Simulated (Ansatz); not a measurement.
# Worked example: the enthalpy of CBr3Cl + CHBrClF → CHBr2Cl + CBr2ClF

Species: CBr3Cl (tribromochloromethane) `ClC(Br)(Br)Br`, singlet; CHBrClF (bromochlorofluoromethane) `FC(Cl)Br`, singlet; CHBr2Cl (chlorodibromomethane) `ClC(Br)Br`, singlet; CBr2ClF (dibromochlorofluoromethane) `FC(Cl)(Br)Br`, singlet. The partners trade Br for H; both sit on C, so the bond types are kept.

Shapes, held fixed at every level: PBE0-D4/def2-TZVP. Programs: Ansatz 0.2.0. The zero-point and thermal terms to 298 K, harmonic and unscaled (PBE0-D4/def2-TZVP), stand in the table.

At BHLYP-D4/def2-TZVPP; 1 Eh = 2625.50 kJ/mol:

```
species   energy (Eh)  H(298 K) − E (kJ/mol)  tabulated ΔfH (kJ/mol)
 CBr3Cl  -8220.724834                   39.9                   +53.0
CHBrClF  -3172.899250                   69.2                  -231.8
CHBr2Cl  -5647.194215                   64.6                    -3.0
CBr2ClF  -5746.434073                   44.0                  -187.4
```

Task: Work out the reaction enthalpy at 298 K from the calculation and from the table of heats.

Result: 
1. Electronic: (-5647.194215) + (-5746.434073) − [(-8220.724834) + (-3172.899250)] = -0.004204 Eh = -11.0 kJ/mol.
2. Zero-point and thermal: (64.6) + (44.0) − [(39.9) + (69.2)] = -0.5 kJ/mol.
3. Computed ΔH = -11.5 kJ/mol.
4. From the heats of formation (Active Thermochemical Tables): (-3.0) + (-187.4) − [(53.0) + (-231.8)] = -11.6 kJ/mol.
5. Computed less tabulated: +0.1 kJ/mol. Tabulated heats carry uncertainties of their own.

Relativity is left out for Br unless named.
